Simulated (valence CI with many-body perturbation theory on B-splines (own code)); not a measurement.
## Cr11+: calculated level list

Method: valence CI with perturbative core correlation (CI+MBPT): three valence electrons over a frozen Dirac-Fock core [Ne], radial functions for each j: 9 s, 9 p, 8 d, 6 f, 3 g, 1 h, with the one-electron correlation potential Σ1 (screened to all orders), the two-electron term Σ2, the three-electron term Σ3, Breit, model QED; selected single and double excitations, second order for the rest, scaled by the run's own slope (own B-spline code, finite nucleus).

No measured levels were compared; by estimate levels of excited configurations hold to 0.05 to 0.15 % of their energy, terms of the ground configuration to about 0.5 %.

Levels 1 to 32 of 32, with energies above the lowest level, 3s²3p ²P°_1/2. "Leading %" is the weight of the configuration and term that name the level; weights of strongly mixed levels are sums over their largest components and can fall short, so below about 35 % the name and the second component can differ from the true leading terms, or belong to a minority configuration. Lifetimes count E1, E2, E3, M1 and M2 decay at the calculated energies, and are blank where another channel may lead or the interval is too uncertain; long ones can be off by a factor of two.

```
No.  Configuration  Term    J  E (eV)  Leading %  Lifetime      g
  1          3s²3p   ²P°  1/2   0.000         97            0.665
  2          3s²3p   ²P°  3/2   1.522         97   59.9 ms  1.333
  3          3s3p²    ⁴P  1/2  23.806         99   62.5 ns  2.665
  4          3s3p²    ⁴P  3/2  24.402         99    314 ns  1.733
  5          3s3p²    ⁴P  5/2  25.201         98   89.7 ns  1.596
  6          3s3p²    ²D  3/2  31.550         87    546 ps  0.802
  7          3s3p²    ²D  5/2  31.691         86    651 ps  1.204
  8          3s3p²    ²S  1/2  38.937         85   73.7 ps  1.835
  9          3s3p²    ²P  1/2  41.351         84   33.8 ps  0.837
 10          3s3p²    ²P  3/2  42.103         96   30.6 ps  1.331
 11          3s²3d    ²D  3/2  50.672         86   27.6 ps  0.799
 12          3s²3d    ²D  5/2  50.810         86   29.6 ps  1.200
 13            3p³   ²D°  3/2  61.171         66    296 ps  0.824
 14            3p³   ²D°  5/2  61.414         69    321 ps  1.200
 15            3p³   ⁴S°  3/2  62.560         96   35.5 ps  1.971
 16            3p³   ²P°  1/2  68.244         80   78.2 ps  0.665
 17         3s3p3d   ⁴F°  3/2  68.403         47    149 ps  0.897
 18         3s3p3d   ⁴F°  3/2  68.476         52    166 ps  0.843
 19         3s3p3d   ⁴F°  5/2  68.763         99   6.21 ns  1.030
 20         3s3p3d   ⁴F°  7/2  69.234         99   7.04 ns  1.239
 21         3s3p3d   ⁴F°  9/2  69.882        100            1.333
 22         3s3p3d   ⁴P°  5/2  73.741         70   41.7 ps  1.527
 23         3s3p3d   ⁴D°  3/2  73.972         53   34.7 ps  1.437
 24         3s3p3d   ⁴D°  1/2  74.138         83   29.7 ps  0.442
 25         3s3p3d   ⁴P°  1/2  74.816         83   41.7 ps  2.226
 26         3s3p3d   ⁴D°  7/2  74.860         99   29.0 ps  1.427
 27         3s3p3d   ⁴P°  3/2  74.880         54   35.8 ps  1.486
 28         3s3p3d   ⁴D°  5/2  74.907         74   31.6 ps  1.426
 29         3s3p3d   ²D°  3/2  76.443         79   34.0 ps  0.808
 30         3s3p3d   ²D°  5/2  76.477         77   34.6 ps  1.214
 31         3s3p3d   ²F°  5/2  79.753         98   69.9 ps  0.859
 32         3s3p3d   ²F°  7/2  80.960         99   66.6 ps  1.143
```

Names give the largest LS component (configuration and term), which can be under half, so a name can repeat, a term be missing and a line seem to break the LS rules; names also repeat where a configuration has a term twice.

Where two levels of one J and parity lie close, their mixing, g and order are uncertain.

The ionisation energy to 3s² ¹S0 of the next ion comes out as 298.24 eV (NIST: 296.7 ± 0.6 eV (semi-empirical), further off than twice its uncertainty). All 32 levels together are meant to be complete up to 82.941 eV.
